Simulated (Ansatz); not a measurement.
Reaction (hydrogenolysis of a Zn–F bond): `[F][Zn][CH2]Cl` + H₂ → `Cl[CH2][ZnH]` + H–F

Program: Ansatz. Geometries: PBE0-D4/def2-TZVP. ΔE: electronic, gas phase. CCSD(T)/CBS adds triple-zeta CCSD(T) − MP2 to the extrapolated MP2 energy (def2 sets, frozen cores). This one scheme is used for every species. Functionals use def2-TZVPP. For Zn outer-core shells are correlated without core-valence functions, which leaves a few kJ/mol of doubt a bond. Scalar relativity is left out up to krypton. One conformer a species, not always the lowest.

`[F][Zn][CH2]Cl`:

Cartesian coordinates in Å:
```
F -1.690 2.210 1.057
Zn -0.661 0.907 0.512
C 0.462 -0.527 -0.114
Cl 0.062 -0.870 -1.826
H 0.307 -1.448 0.445
H 1.520 -0.272 -0.074
```

H₂:

```xyz
2

H     0.043   -0.083   -0.361
H    -0.043    0.083    0.361
```

`Cl[CH2][ZnH]`:

Cartesian coordinates in Å:
```
Cl -1.326 0.472 -1.371
C 0.035 0.662 -0.201
Zn 0.260 -1.097 0.623
H 0.893 1.009 -0.775
H -0.255 1.453 0.489
H 0.393 -2.499 1.236
```

H–F:

Z-matrix (Å, degrees):
```
F
H 1 0.920
```

```
             level  ΔE (kcal/mol)
       LDA (SPW92)           12.7
         revPBE-D4           14.8
         r2SCAN-D4           16.0
           PBE0-D4           12.9
        r2SCAN0-D4           14.1
              BLYP           16.7
   CCSD/def2-TZVPP           13.2
SCS-MP2/def2-QZVPP           16.2
```

What does CCSD(T)/CBS give? (An estimate is asked.)

Ansatz gave: +15.3 kcal/mol. The listed levels differ from it by -2.6, -0.5, 0.7, -2.4, -1.2, 1.4, -2.1, 0.9 kcal/mol.

What do rigid-rotor, harmonic-oscillator terms from PBE0-D4/def2-TZVP frequencies (298.15 K, 1 bar) make of the CCSD(T)/CBS value? (Best estimate.)

Computed: ΔZPE = +2.1 kcal/mol, ΔH = +16.9 kcal/mol, ΔS = 19 J/(mol·K), ΔG = +15.5 kcal/mol.

Largest T1 diagnostic among the species: 0.015.

At CCSD(T), def2-SVP lies −0.7 kcal/mol from the extrapolated value and def2-TZVPP −1.8 kcal/mol. From PBE to PBE0 (25 % exact exchange), in def2-TZVPP and without D4, ΔE moves by −1.7 kcal/mol.
